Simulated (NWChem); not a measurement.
The numbers come from NWChem runs, not from measurements. System: BF2 (+1), charge 1, spin multiplicity 1, at a geometry optimised with B3LYP/def2-SVP. The structure started from a generated list of species. Level: EOM-CCSD/aug-cc-pVDZ, 3 core orbitals frozen.

Job file:

```
start mol
memory heap 100 mb stack 700 mb global 1900 mb
charge 1
geometry units angstroms nocenter noautoz
  F      0.000000     0.000000    -1.229195
  B      0.000000     0.000000     0.000000
  F      0.000000     0.000000     1.229195
  symmetry group D2h
end
basis spherical
  * library aug-cc-pvdz
end
scf
  rhf
  nopen 0
  maxiter 100
  thresh 1e-7
  semidirect memsize 60000000 filesize 0
end
tce
  freeze core 3
  ccsd
  nroots 1
  2eorb
  2emet 13
  thresh 1e-5
  maxiter 200
  tilesize 24
  dipole
end
task tce energy
```

NWChem printed:

```
             Northwest Computational Chemistry Package (NWChem) 7.3.0
             --------------------------------------------------------

                                NWChem Input Module
                                -------------------

 Scaling coordinates for geometry "geometry" by  1.889725989
 (inverse scale =  0.529177249)

 Turning off AUTOSYM since
 SYMMETRY directive was detected!

                             Geometry "geometry" -> ""
                             -------------------------

 Output coordinates in angstroms (scale by  1.889725989 to convert to a.u.)

  No.       Tag          Charge          X              Y              Z
 ---- ---------------- ---------- -------------- -------------- --------------
    1 F                    9.0000     0.00000000     0.00000000    -1.22919500
    2 B                    5.0000     0.00000000     0.00000000     0.00000000
    3 F                    9.0000     0.00000000     0.00000000     1.22919500

 Effective nuclear repulsion energy (a.u.)      56.1811844292

            Nuclear Dipole moment (a.u.)
            ----------------------------
        X                 Y               Z
 ---------------- ---------------- ----------------
     0.0000000000     0.0000000000     0.0000000000

      Symmetry information
      --------------------

 Group name             D2h
 Group number             26
 Group order               8
 No. of unique centers     2

      Symmetry unique atoms

     1    2


 Summary of "ao basis" -> "" (spherical)
 ------------------------------------------------------------------------------
       Tag                 Description            Shells   Functions and Types
 ---------------- ------------------------------  ------  ---------------------
 *                        aug-cc-pvdz                 on all atoms

 Summary of "ao basis" -> "ao basis" (spherical)
 ------------------------------------------------------------------------------
       Tag                 Description            Shells   Functions and Types
 ---------------- ------------------------------  ------  ---------------------
 F                        aug-cc-pvdz                9       23   4s3p2d
 B                        aug-cc-pvdz                9       23   4s3p2d

                                 NWChem SCF Module
                                 -----------------

  ao basis        = "ao basis"
  functions       =    69
  atoms           =     3
  closed shells   =    11
  open shells     =     0
  charge          =   1.00
  wavefunction    = RHF
  use symmetry    = T
  symmetry adapt  = T

 Summary of "ao basis" -> "ao basis" (spherical)
 ------------------------------------------------------------------------------
       Tag                 Description            Shells   Functions and Types
 ---------------- ------------------------------  ------  ---------------------
 F                        aug-cc-pvdz                9       23   4s3p2d
 B                        aug-cc-pvdz                9       23   4s3p2d

      Symmetry analysis of basis
      --------------------------

        ag         19
        au          2
        b1g         4
        b1u        14
        b2g         7
        b2u         8
        b3g         7
        b3u         8

 Forming initial guess at       0.0s

      Superposition of Atomic Density Guess
      -------------------------------------

 Sum of atomic energies:        -223.31030175

 Renormalizing density from      23.00 to     22

      Non-variational initial energy
      ------------------------------

 Total energy =    -217.781571
 1-e energy   =    -402.817577
 2-e energy   =     128.854822
 HOMO         =      -1.206578
 LUMO         =      -0.402699

      Symmetry analysis of molecular orbitals - initial
      -------------------------------------------------

 !! scf_movecs_sym_adapt:   42 vectors were symmetry contaminated

  Symmetry fudging

 !! scf_movecs_sym_adapt:   36 vectors were symmetry contaminated

  Numbering of irreducible representations:

     1 ag          2 au          3 b1g         4 b1u         5 b2g
     6 b2u         7 b3g         8 b3u

  Orbital symmetries:

     1 ag          2 b1u         3 ag          4 ag          5 b1u
     6 ag          7 b1u         8 b3u         9 b2u        10 b2g
    11 b3g        12 ag         13 b3u        14 b2u        15 b1u
    16 ag         17 b2u        18 b3u        19 ag         20 b3g
    21 b2g

 Starting SCF solution at       0.2s

 ----------------------------------------------
         Quadratically convergent ROHF

 Convergence threshold     :          1.000E-07
 Maximum no. of iterations :          100
 Final Fock-matrix accuracy:          1.000E-09
 ----------------------------------------------

              iter       energy          gnorm     gmax       time
             ----- ------------------- --------- --------- --------
                 1     -223.0835174054  2.41D+00  8.65D-01      0.3
                 2     -223.3082919915  3.44D-01  1.18D-01      0.3
                 3     -223.3166089029  1.06D-01  2.89D-02      0.3
                 4     -223.3172885382  9.78D-03  3.74D-03      0.3
                 5     -223.3172982260  1.37D-05  4.12D-06      0.3
                 6     -223.3172982260  4.48D-09  1.21D-09      0.3

       Final RHF  results
       ------------------

         Total SCF energy =   -223.317298225991
      One-electron energy =   -414.300610893984
      Two-electron energy =    134.802128238784
 Nuclear repulsion energy =     56.181184429208

        Time for solution =      0.1s
[...]
 Iteration   6 using    6 trial vectors
   0.0080246970049   0.4569713331376   12.43483     1.0     1.0

 Iteration   7 using    7 trial vectors
   0.0042677910686   0.4568839498098   12.43245     1.0     1.0

 Iteration   8 using    8 trial vectors
   0.0025742719684   0.4569198212582   12.43343     1.0     1.0

 Iteration   9 using    9 trial vectors
   0.0016373913103   0.4569349035019   12.43384     1.0     1.0

 Iteration  10 using   10 trial vectors
   0.0010568349337   0.4569198216183   12.43343     1.0     1.0

 Iteration  11 using   11 trial vectors
   0.0005321818059   0.4569233341321   12.43352     1.0     1.0

 Iteration  12 using   12 trial vectors
   0.0002128663672   0.4569165844780   12.43334     1.0     1.0

 Iteration  13 using   13 trial vectors
   0.0000747164164   0.4569186286108   12.43339     1.0     1.0

 Iteration  14 using   14 trial vectors
   0.0000271282411   0.4569188178141   12.43340     1.0     1.0

 Iteration  15 using   15 trial vectors
   0.0000101633844   0.4569186765271   12.43340     1.0     1.0

 Iteration  16 using   16 trial vectors
   0.0000037699673   0.4569187326725   12.43340     1.0     1.0
 --------------------------------------------------------------
 Iterations converged
 ------------------

 Excited state root  1
 Excitation energy / hartree =        0.456918732672484
                   / eV      =       12.433396620260970
 largest EOMCCSD amplitudes: R1 and R2

 Singles contributions
    12ag  (alpha) ---    11b3g (alpha)       -0.8677957031
    18ag  (alpha) ---    11b3g (alpha)       -0.3009163308
    27ag  (alpha) ---    11b3g (alpha)       -0.1422615005

 Doubles contributions

 No. of initial left vectors    1

 EOM-CCSD left-hand side iterations
 --------------------------------------------------------------
      Residuum       Omega / hartree  Omega / eV    Cpu    Wall
 --------------------------------------------------------------

 Iteration   1 using    1 trial vectors
   0.9431691814791   0.6638090088537   18.06317     2.5     2.5

 Iteration   2 using    2 trial vectors
   0.1678196009724   0.4872975827456   13.26005     2.7     2.7

 Iteration   3 using    3 trial vectors
   0.1204003125177   0.4694777294106   12.77514     2.5     2.5

 Iteration   4 using    4 trial vectors
   0.0512197588643   0.4590613940031   12.49170     2.5     2.5

 Iteration   5 using    5 trial vectors
   0.0201620831918   0.4568038143879   12.43027     2.5     2.5

 Iteration   6 using    6 trial vectors
   0.0082470612480   0.4570459743943   12.43686     2.5     2.5

 Iteration   7 using    7 trial vectors
   0.0044388583134   0.4568927633530   12.43269     2.5     2.5

 Iteration   8 using    8 trial vectors
   0.0026789988592   0.4569257780211   12.43359     2.5     2.5

 Iteration   9 using    9 trial vectors
   0.0017073824131   0.4569370152848   12.43389     2.5     2.5

 Iteration  10 using   10 trial vectors
   0.0011143777601   0.4569100598009   12.43316     2.5     2.5

 Iteration  11 using   11 trial vectors
   0.0005425739285   0.4569250066167   12.43357     2.5     2.5

 Iteration  12 using   12 trial vectors
   0.0002156973839   0.4569169007803   12.43335     2.5     2.5

 Iteration  13 using   13 trial vectors
   0.0000751947531   0.4569189638672   12.43340     2.5     2.5

 Iteration  14 using   14 trial vectors
   0.0000274262882   0.4569190086501   12.43340     2.5     2.5

 Iteration  15 using   15 trial vectors
   0.0000102989389   0.4569188239477   12.43340     2.5     2.5

 Iteration  16 using   16 trial vectors
   0.0000037925629   0.4569188802796   12.43340     2.5     2.5
 --------------------------------------------------------------
 Iterations converged

 Excited state root  1
 Excitation energy / hartree =        0.456918732672484
                   / eV      =       12.433396620260970

 EOM-CCSD transition moments / hartree
 --------------------------------------------
 X    0.0000000 Y    0.0000000 Z    0.0000000
 Oscillator Strength               -0.0000000
 --------------------------------------------

 EOM-CCSD dipole moments / hartree & Debye
 ------------------------------------
   X         0.0000000      0.0000000
   Y         0.0000000      0.0000000
   Z        -0.0000000     -0.0000000
 Total       0.0000000      0.0000000
 ------------------------------------

 Singles contributions
    12ag  (alpha) ---    11b3g (alpha)       -0.8677957031
    18ag  (alpha) ---    11b3g (alpha)       -0.3009163308
    27ag  (alpha) ---    11b3g (alpha)       -0.1422615005

 Doubles contributions

 =========================================
 Excited-state calculation ( b3u symmetry)
 =========================================
 Dim. of EOMCC iter. space      500

 EOMCCSD SOLVER TYPE  1
  maxdiff =   0.90956111999326306

 No. of initial right vectors    1

 EOM-CCSD right-hand side iterations
 --------------------------------------------------------------
      Residuum       Omega / hartree  Omega / eV    Cpu    Wall
 --------------------------------------------------------------

 Iteration   1 using    1 trial vectors
   0.7865868234729   0.7199302090541   19.59031     1.5     1.5

 Iteration   2 using    2 trial vectors
   0.1586351623822   0.5587858079358   15.20534     1.0     1.0

 Iteration   3 using    3 trial vectors
   0.1135770243781   0.5440677276772   14.80484     1.0     1.0

 Iteration   4 using    4 trial vectors
   0.0549898685428   0.5358439449615   14.58106     1.0     1.0

 Iteration   5 using    5 trial vectors
   0.0223077222605   0.5326118009668   14.49311     1.2     1.2

 Iteration   6 using    6 trial vectors
   0.0104212624225   0.5324623060425   14.48904     1.1     1.1

 Iteration   7 using    7 trial vectors
   0.0076477098557   0.5323102701982   14.48491     1.1     1.1

 Iteration   8 using    8 trial vectors
   0.0071408317029   0.5322730455844   14.48389     1.1     1.1

 Iteration   9 using    9 trial vectors
   0.0038943407429   0.5322876334358   14.48429     1.0     1.0

 Iteration  10 using   10 trial vectors
   0.0016154998143   0.5322474895985   14.48320     1.0     1.0

 Iteration  11 using   11 trial vectors
   0.0006543051896   0.5322533383308   14.48336     1.0     1.0

 Iteration  12 using   12 trial vectors
   0.0003802410987   0.5322478758223   14.48321     1.0     1.0

 Iteration  13 using   13 trial vectors
   0.0002149660998   0.5322486565993   14.48323     1.0     1.0

 Iteration  14 using   14 trial vectors
   0.0001121788982   0.5322497354772   14.48326     1.2     1.2

 Iteration  15 using   15 trial vectors
   0.0000533833908   0.5322487352933   14.48323     1.1     1.1

 Iteration  16 using   16 trial vectors
   0.0000213950199   0.5322489772891   14.48324     1.0     1.0

 Iteration  17 using   17 trial vectors
   0.0000085233391   0.5322490472723   14.48324     1.0     1.0
 --------------------------------------------------------------
 Iterations converged
 ------------------

 Excited state root  1
 Excitation energy / hartree =        0.532249047272289
                   / eV      =       14.483239649173886
 largest EOMCCSD amplitudes: R1 and R2

 Singles contributions
    12ag  (alpha) ---     8b3u (alpha)       -0.8701769770
    18ag  (alpha) ---     8b3u (alpha)       -0.2895915848
    27ag  (alpha) ---     8b3u (alpha)       -0.1324730863

 Doubles contributions

 No. of initial left vectors    1

 EOM-CCSD left-hand side iterations
 --------------------------------------------------------------
      Residuum       Omega / hartree  Omega / eV    Cpu    Wall
 --------------------------------------------------------------

 Iteration   1 using    1 trial vectors
   0.8823959409067   0.7199302090541   19.59031     2.5     2.5

 Iteration   2 using    2 trial vectors
   0.1610723541159   0.5617236070443   15.28528     2.5     2.5

 Iteration   3 using    3 trial vectors
   0.1169424359913   0.5449830356852   14.82975     2.5     2.5

 Iteration   4 using    4 trial vectors
   0.0544078002318   0.5350076218861   14.55830     2.5     2.5

 Iteration   5 using    5 trial vectors
   0.0222581176722   0.5323577688268   14.48620     2.5     2.5

 Iteration   6 using    6 trial vectors
   0.0112213409473   0.5324972330566   14.48999     2.5     2.5

 Iteration   7 using    7 trial vectors
   0.0084945032217   0.5322658939217   14.48370     2.5     2.5

 Iteration   8 using    8 trial vectors
   0.0077319003555   0.5322381613753   14.48294     2.5     2.5

 Iteration   9 using    9 trial vectors
   0.0039721597615   0.5322969707470   14.48454     2.5     2.5

 Iteration  10 using   10 trial vectors
   0.0016510433274   0.5322351025603   14.48286     2.5     2.5

 Iteration  11 using   11 trial vectors
   0.0006748486078   0.5322556813370   14.48342     2.5     2.5

 Iteration  12 using   12 trial vectors
   0.0004037163069   0.5322498961410   14.48326     2.5     2.5

 Iteration  13 using   13 trial vectors
   0.0002244118046   0.5322490431850   14.48324     2.5     2.5

 Iteration  14 using   14 trial vectors
   0.0001163294006   0.5322503341093   14.48327     2.5     2.5

 Iteration  15 using   15 trial vectors
   0.0000545823674   0.5322487716885   14.48323     2.6     2.6

 Iteration  16 using   16 trial vectors
   0.0000212569030   0.5322490629799   14.48324     2.5     2.5

 Iteration  17 using   17 trial vectors
   0.0000086003018   0.5322491529051   14.48324     2.5     2.5
 --------------------------------------------------------------
 Iterations converged

 Excited state root  1
 Excitation energy / hartree =        0.532249047272289
                   / eV      =       14.483239649173886

 EOM-CCSD transition moments / hartree
 --------------------------------------------
 X    0.5996012 Y    0.0000000 Z    0.0000000
 Oscillator Strength                0.1275700
 --------------------------------------------

 EOM-CCSD dipole moments / hartree & Debye
 ------------------------------------
   X         0.0000000      0.0000000
   Y         0.0000000      0.0000000
   Z        -0.0000000     -0.0000000
 Total       0.0000000      0.0000000
 ------------------------------------

 Singles contributions
    12ag  (alpha) ---     8b3u (alpha)       -0.8701769770
    18ag  (alpha) ---     8b3u (alpha)       -0.2895915848
    27ag  (alpha) ---     8b3u (alpha)       -0.1324730863

 Doubles contributions

 Task  times  cpu:      463.5s     wall:      463.5s

 Total times  cpu:      463.5s     wall:      463.5s
```
